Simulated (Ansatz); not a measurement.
Born–Oppenheimer molecular dynamics of a periodic cell of 17 atoms, Ba16B (host Ba, host structure bcc, interstitial B). It goes on from the last frame of an earlier run, with new velocities.

All numbers below come from DFT PBE-D3(BJ), scalar-relativistic, plane waves, PAW in Ansatz 0.2.0. Settings: accuracy low, cutoff 420 eV, k mesh 1x1x1, fermi-dirac smearing 0.15 eV, no spin polarisation.

* ensemble: NVT, Nosé–Hoover chain
* time step: 1 fs
* steps asked: 300
* set temperature: 1260 K
* thermostat: time constant 100 fs, chain length 3
* seed: 634921

Frames 1 fs apart, positions in Å.

Velocities at 170 fs (Å/ps):

```
Ba 2.47 3.34 -0.40
Ba 3.81 -0.12 -4.60
Ba 2.82 -2.14 -1.74
Ba 0.47 -0.33 4.49
Ba 0.34 -0.43 2.02
Ba -0.33 5.13 1.51
Ba -2.66 -3.26 2.13
Ba 1.17 1.75 1.00
Ba 4.48 2.27 -2.36
Ba -0.94 -1.49 -0.80
Ba -1.62 0.53 -2.00
Ba -2.76 -2.57 0.93
Ba -0.21 2.36 1.40
Ba -3.21 -3.91 3.55
Ba -1.20 3.99 -2.96
Ba -1.75 -3.84 -2.42
B -11.19 -16.20 3.26
```

```xyz
17
Lattice="10.0400 0.0000 0.0000 0.0000 10.0400 0.0000 0.0000 0.0000 10.0400" Properties=species:S:1:pos:R:3 time_fs=170 energy_less_start_eV=1.343 T=1147
Ba -0.162 -0.056 0.230
Ba 5.228 -0.408 -0.200
Ba -0.187 4.707 0.413
Ba -0.501 0.438 5.291
Ba 2.773 2.636 2.568
Ba 5.567 5.235 -0.176
Ba 4.758 -0.038 4.703
Ba 7.577 2.437 2.793
Ba -0.121 4.945 5.516
Ba 3.026 7.620 2.139
Ba 2.230 2.115 7.433
Ba 4.832 4.941 5.006
Ba 7.613 7.683 2.916
Ba 7.035 2.726 7.358
Ba 2.325 7.401 7.088
Ba 7.461 7.582 7.034
B 1.040 -1.762 4.287
17
Lattice="10.0400 0.0000 0.0000 0.0000 10.0400 0.0000 0.0000 0.0000 10.0400" Properties=species:S:1:pos:R:3 time_fs=171 energy_less_start_eV=1.338 T=1156
Ba -0.159 -0.052 0.230
Ba 5.232 -0.408 -0.205
Ba -0.184 4.705 0.411
Ba -0.500 0.438 5.295
Ba 2.773 2.636 2.570
Ba 5.566 5.240 -0.174
Ba 4.755 -0.041 4.705
Ba 7.578 2.438 2.794
Ba -0.116 4.948 5.514
Ba 3.025 7.619 2.138
Ba 2.228 2.115 7.431
Ba 4.829 4.938 5.007
Ba 7.612 7.685 2.918
Ba 7.032 2.722 7.361
Ba 2.324 7.405 7.085
Ba 7.459 7.578 7.032
B 1.029 -1.778 4.290
17
Lattice="10.0400 0.0000 0.0000 0.0000 10.0400 0.0000 0.0000 0.0000 10.0400" Properties=species:S:1:pos:R:3 time_fs=172 energy_less_start_eV=1.332 T=1165
Ba -0.157 -0.049 0.229
Ba 5.236 -0.408 -0.209
Ba -0.181 4.703 0.409
Ba -0.500 0.437 5.300
Ba 2.774 2.635 2.572
Ba 5.566 5.245 -0.173
Ba 4.753 -0.044 4.707
Ba 7.579 2.440 2.795
Ba -0.112 4.950 5.511
Ba 3.024 7.617 2.137
Ba 2.227 2.116 7.429
Ba 4.826 4.936 5.008
Ba 7.612 7.688 2.919
Ba 7.029 2.718 7.365
Ba 2.322 7.409 7.083
Ba 7.457 7.574 7.029
B 1.018 -1.795 4.294
17
Lattice="10.0400 0.0000 0.0000 0.0000 10.0400 0.0000 0.0000 0.0000 10.0400" Properties=species:S:1:pos:R:3 time_fs=173 energy_less_start_eV=1.327 T=1174
Ba -0.154 -0.045 0.229
Ba 5.240 -0.408 -0.214
Ba -0.178 4.701 0.407
Ba -0.499 0.437 5.304
Ba 2.774 2.635 2.574
Ba 5.566 5.250 -0.171
Ba 4.750 -0.047 4.709
Ba 7.580 2.442 2.796
Ba -0.107 4.952 5.509
Ba 3.022 7.615 2.136
Ba 2.225 2.117 7.427
Ba 4.824 4.933 5.009
Ba 7.612 7.690 2.920
Ba 7.026 2.714 7.369
Ba 2.321 7.413 7.080
Ba 7.455 7.570 7.027
B 1.007 -1.812 4.298
17
Lattice="10.0400 0.0000 0.0000 0.0000 10.0400 0.0000 0.0000 0.0000 10.0400" Properties=species:S:1:pos:R:3 time_fs=174 energy_less_start_eV=1.321 T=1183
Ba -0.152 -0.042 0.228
Ba 5.244 -0.408 -0.219
Ba -0.175 4.699 0.405
Ba -0.499 0.436 5.309
Ba 2.774 2.634 2.576
Ba 5.565 5.255 -0.170
Ba 4.747 -0.051 4.712
Ba 7.581 2.444 2.797
Ba -0.103 4.955 5.506
Ba 3.021 7.614 2.136
Ba 2.224 2.117 7.425
Ba 4.821 4.931 5.010
Ba 7.612 7.692 2.922
Ba 7.023 2.710 7.372
Ba 2.320 7.418 7.077
Ba 7.454 7.566 7.024
B 0.996 -1.829 4.301
17
Lattice="10.0400 0.0000 0.0000 0.0000 10.0400 0.0000 0.0000 0.0000 10.0400" Properties=species:S:1:pos:R:3 time_fs=175 energy_less_start_eV=1.316 T=1191
Ba -0.149 -0.039 0.228
Ba 5.247 -0.408 -0.223
Ba -0.172 4.697 0.404
Ba -0.498 0.436 5.313
Ba 2.775 2.634 2.578
Ba 5.564 5.260 -0.168
Ba 4.745 -0.054 4.714
Ba 7.582 2.446 2.798
Ba -0.098 4.957 5.504
Ba 3.020 7.612 2.135
Ba 2.222 2.118 7.423
Ba 4.818 4.928 5.011
Ba 7.612 7.695 2.923
Ba 7.020 2.706 7.376
Ba 2.319 7.422 7.074
Ba 7.452 7.562 7.022
B 0.986 -1.847 4.305
17
Lattice="10.0400 0.0000 0.0000 0.0000 10.0400 0.0000 0.0000 0.0000 10.0400" Properties=species:S:1:pos:R:3 time_fs=176 energy_less_start_eV=1.310 T=1200
Ba -0.147 -0.035 0.228
Ba 5.251 -0.408 -0.228
Ba -0.169 4.695 0.402
Ba -0.497 0.435 5.317
Ba 2.775 2.633 2.580
Ba 5.564 5.265 -0.166
Ba 4.742 -0.057 4.716
Ba 7.583 2.448 2.799
Ba -0.094 4.959 5.501
Ba 3.019 7.611 2.135
Ba 2.221 2.119 7.421
Ba 4.815 4.925 5.012
Ba 7.612 7.697 2.924
Ba 7.017 2.702 7.380
Ba 2.317 7.426 7.071
Ba 7.450 7.558 7.020
B 0.975 -1.865 4.309
17
Lattice="10.0400 0.0000 0.0000 0.0000 10.0400 0.0000 0.0000 0.0000 10.0400" Properties=species:S:1:pos:R:3 time_fs=177 energy_less_start_eV=1.305 T=1208
Ba -0.144 -0.032 0.227
Ba 5.255 -0.408 -0.233
Ba -0.166 4.693 0.400
Ba -0.497 0.434 5.322
Ba 2.775 2.633 2.582
Ba 5.563 5.270 -0.165
Ba 4.739 -0.061 4.719
Ba 7.584 2.450 2.800
Ba -0.089 4.962 5.498
Ba 3.017 7.609 2.134
Ba 2.220 2.119 7.419
Ba 4.813 4.923 5.013
Ba 7.612 7.699 2.926
Ba 7.014 2.697 7.383
Ba 2.316 7.430 7.068
Ba 7.448 7.554 7.018
B 0.964 -1.884 4.313
17
Lattice="10.0400 0.0000 0.0000 0.0000 10.0400 0.0000 0.0000 0.0000 10.0400" Properties=species:S:1:pos:R:3 time_fs=178 energy_less_start_eV=1.300 T=1216
Ba -0.142 -0.029 0.227
Ba 5.259 -0.408 -0.237
Ba -0.163 4.691 0.398
Ba -0.496 0.434 5.326
Ba 2.775 2.632 2.583
Ba 5.563 5.276 -0.163
Ba 4.737 -0.064 4.721
Ba 7.585 2.451 2.801
Ba -0.084 4.964 5.495
Ba 3.016 7.607 2.133
Ba 2.218 2.120 7.417
Ba 4.810 4.920 5.013
Ba 7.612 7.701 2.927
Ba 7.011 2.693 7.387
Ba 2.315 7.434 7.065
Ba 7.447 7.551 7.016
B 0.954 -1.903 4.317
17
Lattice="10.0400 0.0000 0.0000 0.0000 10.0400 0.0000 0.0000 0.0000 10.0400" Properties=species:S:1:pos:R:3 time_fs=179 energy_less_start_eV=1.294 T=1224
Ba -0.139 -0.025 0.226
Ba 5.263 -0.407 -0.242
Ba -0.160 4.689 0.396
Ba -0.495 0.433 5.330
Ba 2.775 2.631 2.585
Ba 5.562 5.281 -0.161
Ba 4.734 -0.067 4.724
Ba 7.586 2.453 2.801
Ba -0.080 4.966 5.492
Ba 3.014 7.606 2.133
Ba 2.217 2.121 7.415
Ba 4.807 4.918 5.014
Ba 7.612 7.704 2.928
Ba 7.008 2.689 7.391
Ba 2.314 7.439 7.062
Ba 7.445 7.547 7.013
B 0.944 -1.922 4.321
17
Lattice="10.0400 0.0000 0.0000 0.0000 10.0400 0.0000 0.0000 0.0000 10.0400" Properties=species:S:1:pos:R:3 time_fs=180 energy_less_start_eV=1.289 T=1232
Ba -0.137 -0.022 0.226
Ba 5.267 -0.407 -0.247
Ba -0.157 4.687 0.393
Ba -0.494 0.432 5.335
Ba 2.775 2.631 2.587
Ba 5.561 5.286 -0.160
Ba 4.731 -0.071 4.726
Ba 7.587 2.455 2.802
Ba -0.075 4.969 5.489
Ba 3.013 7.604 2.132
Ba 2.216 2.122 7.414
Ba 4.804 4.915 5.015
Ba 7.612 7.706 2.929
Ba 7.005 2.684 7.395
Ba 2.312 7.443 7.059
Ba 7.443 7.543 7.011
B 0.933 -1.942 4.325
17
Lattice="10.0400 0.0000 0.0000 0.0000 10.0400 0.0000 0.0000 0.0000 10.0400" Properties=species:S:1:pos:R:3 time_fs=181 energy_less_start_eV=1.285 T=1240
Ba -0.134 -0.018 0.225
Ba 5.271 -0.407 -0.252
Ba -0.154 4.685 0.391
Ba -0.494 0.431 5.339
Ba 2.776 2.630 2.589
Ba 5.560 5.291 -0.158
Ba 4.728 -0.074 4.729
Ba 7.588 2.457 2.803
Ba -0.070 4.971 5.487
Ba 3.011 7.603 2.132
Ba 2.215 2.123 7.412
Ba 4.802 4.913 5.016
Ba 7.612 7.708 2.931
Ba 7.002 2.680 7.399
Ba 2.311 7.447 7.056
Ba 7.441 7.539 7.009
B 0.923 -1.962 4.330
```

Of the whole run (300 fs, mean temperature of the second half 1196 K): The conserved energy stayed within 0.012 meV per atom of its start (net change 0.005 meV per atom), so the integration is sound. A run of 0.3 ps of so small a system gives no equilibrium averages. Limits of this set-up: coarse k mesh, odd electron count without spin, a small cell, in which the defect meets its images, low accuracy level.

The run took 9.5 min on 2 threads of Intel(R) Xeon(R) Platinum 8488C (Sapphire Rapids), with other jobs on the host, peak memory 0.91 GiB.
